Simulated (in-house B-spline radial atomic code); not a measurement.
RPA and G0W0 on CAM-B3LYP: the rubidium ion Rb⁴⁺

Configuration [Ar] 3d10 4s2 4p3, highest spin, mean-field start CAM-B3LYP. Computed with a B-spline radial code for spherical atoms: all electrons, scalar-relativistic (spin-free one-electron X2C), finite nucleus, each spin shell either full or empty, empty states to l = 9 with an (l + 1/2)⁻⁴ tail; G0W0 by contour deformation at full frequency.

Command:
```bash
python run_gw.py task.json out
```
Settings (radii: box in bohr, nucleus in fm):
```
Z                        37
electrons                33
configuration            [Ar] 3d10 4s2 4p3
hamiltonian              x2c
method                   camb3lyp
lmax                     9
rms_radius               4.2036
spin_polarised           True
box_radius               11.96
intervals                68
```

Run time, properties included: 6.5 s on 1 thread of Arm Neoverse N1, on a shared host.

Energies (hartree):

```tsv
term	value
mean-field total	-2976.68470
Hartree-Fock functional on these orbitals	-2974.76603
direct second order	-2.7232
second-order exchange	0.79709
SOSEX correction	0.7434
```

(1) What is the RPA correlation energy, and what remains with SOSEX?

Quasi-particle levels (eV):

```tsv
level	occupied	mean field	Σx - vxc	Σc	QP weight	G0W0
4p up	yes	-65.42	-3.70	?	?	?
4s down	yes	-79.57	-0.84	-2.60	0.961	-83.01
3d down	yes	-162.41	-15.36	4.95	0.920	-172.82
4p down	no	-55.36	5.72	-2.62	0.961	-52.25
```

G0W0 = mean field + (Σx - vxc) + Σc, with Σc (partial-wave tail included) taken at the quasi-particle energy. Only the outer levels were computed. Levels of low weight are left out.

(2) Where does G0W0 put 4p up?

Answers

(1) RPA gives -2.4148 hartree (-1.99 eV per electron); RPA + SOSEX gives -1.6714, and the second-order doubles -1.9261 hartree (no singles). RPA lacks exchange-type terms and so overcorrelates at short range.

(2) At -69.65 eV, with Σc = -0.53 eV and a quasi-particle weight of 0.962. The tabulated removal energy is 68.44 ± 0.15 eV (NIST, tabulated theory); the calculation leaves out spin-orbit coupling, Breit and QED terms, and what these don't explain is the method's own error.
